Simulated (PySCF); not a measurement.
AsBr and its ions

UHF; PySCF, no relativity, basis sets As def2-TZVPPD, Br def2-TZVPPD. Neutral (UHF): triplet (π ↑↑), Re = 2.321 Å, ωe = 312 cm⁻¹, De = 1.39 eV, HOMO -9.68 eV, LUMO 0.58 eV.

AsBr⁺ (UHF): doublet (π ↑), Re = 2.178 Å, ωe = 401 cm⁻¹, De = 2.04 eV to As⁺ + Br. The energies at the minima are -4806.64388 hartree for AsBr and -4806.32088 for AsBr⁺.

(1) Work out the adiabatic ionisation energy, without and with harmonic zero-point energies (1 hartree = 27.2114 eV, 1 eV = 8065.5 cm⁻¹), and the change of the bond length.

AsBr⁻ (UHF): doublet (π ↑), Re = 2.497 Å, ωe = 217 cm⁻¹. The energies at the minima are -4806.64388 hartree for AsBr and -4806.65806 for AsBr⁻.

(2) Work out the adiabatic electron affinity, without and with harmonic zero-point energies (1 hartree = 27.2114 eV, 1 eV = 8065.5 cm⁻¹), and the change of the bond length.

Spin–orbit coupling is left out. For an ion De counts to the pair picked by the measured ionisation energies or electron affinities, which need not be the lowest pair at this level. Hartree–Fock leaves out correlation, which carries a large part of most bond energies and some tenths to 1 eV of ionisation energies. States were picked by a PBE0 search and need not be the measured ground states.

## Answers

(1) At UHF: 0.32300 hartree = 8.789 eV between the minima; the zero-point term (401.0 − 312.0)/2 cm⁻¹ = +0.006 eV makes it 8.795 eV. Re changes by -14.3 pm against the neutral. The electron leaves a π orbital, and the shorter bond of the ion fits an antibonding orbital, or a change in how ionic the bond is.

(2) At UHF: 0.01418 hartree = 0.386 eV between the minima; the zero-point term (312.0 − 217.0)/2 cm⁻¹ = +0.006 eV makes it 0.392 eV. Re changes by +17.6 pm against the neutral. The electron enters a π orbital, and the longer bond of the ion fits an antibonding orbital, or a change in how ionic the bond is.
